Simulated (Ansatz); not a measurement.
FGe2H5O (`[OH][GeH2][GeH2][F]`), relaxed with RKS PBE0-D4/def2-TZVP in Ansatz from a PBE-D4/def2-SVP geometry. The force threshold is 0.005 eV/Å; the program also tests the step.

The species carries charge 0 and has multiplicity 1.

Start:

```xyz
9

O    -1.018   -1.568   -1.159
Ge    0.471   -0.620   -0.755
Ge   -0.053    0.869    1.121
F     1.408    1.808    1.472
H    -1.700   -0.992   -1.551
H     0.971    0.187   -1.990
H     1.495   -1.708   -0.353
H    -1.162    1.909    0.783
H    -0.411    0.113    2.431
```

Task: How much energy does the relaxation release, and in how many steps? (An estimate is asked.)

Result: The calculation gave: 3.24 kJ/mol, in 13 steps, 1 of them rejected.

Task: Which bonds change most? (An estimate is asked.)

Result: Computed: O1–Ge2 from 1.812 to 1.789 Å; Ge3–F4 from 1.772 to 1.752 Å; Ge3–H8 from 1.557 to 1.540 Å; Ge3–H9 from 1.555 to 1.538 Å.

Task: Give the relaxed structure. (Best estimate.)

Result: Computed: 
```xyz
9

O    -1.052   -1.492   -1.168
Ge    0.456   -0.641   -0.718
Ge   -0.053    0.855    1.141
F     1.354    1.875    1.362
H    -1.633   -0.954   -1.711
H     0.991    0.153   -1.927
H     1.425   -1.758   -0.315
H    -1.220    1.815    0.845
H    -0.268    0.148    2.490
```
